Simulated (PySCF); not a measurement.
## Phosphorus: a sound run and one with changed settings

Sound run: P⁺ [Ne] 3s2 3p2, P²⁺ [Ne] 3s2 3p1. Calculation: PySCF 2.14, in jorge-DZP-DKH; scalar relativity by spin-free X2C-1e. The sound run starts from symmetry-adapted Hartree-Fock orbitals and uses a fine grid where one is needed.

Changed run: 14 angular points. This setting is unsound on purpose.

```
species  method  sound run (hartree)  changed run (hartree)  converged
     P⁺     UHF           -341.15659             -341.15659        yes
     P⁺  M06-2X           -341.68653             -341.68819        yes
     P⁺     LDA           -340.41100             -340.41159        yes
    P²⁺     UHF           -340.45285             -340.45285        yes
    P²⁺  M06-2X           -340.96743             -340.96890        yes
    P²⁺     LDA           -339.68268             -339.68222        yes
```

Ionisation energy of P⁺:

```tsv
method	sound run (eV)	changed run (eV)
UHF	19.150	19.150
M06-2X	19.568	19.573
LDA	19.819	19.847
```

A coarse angular grid integrates products of high-l functions wrongly, so density functionals can shift, and the SCF can exploit the error; Hartree-Fock and MP2 need no grid.

For comparison, NIST gives 19.769 eV between the lowest levels.
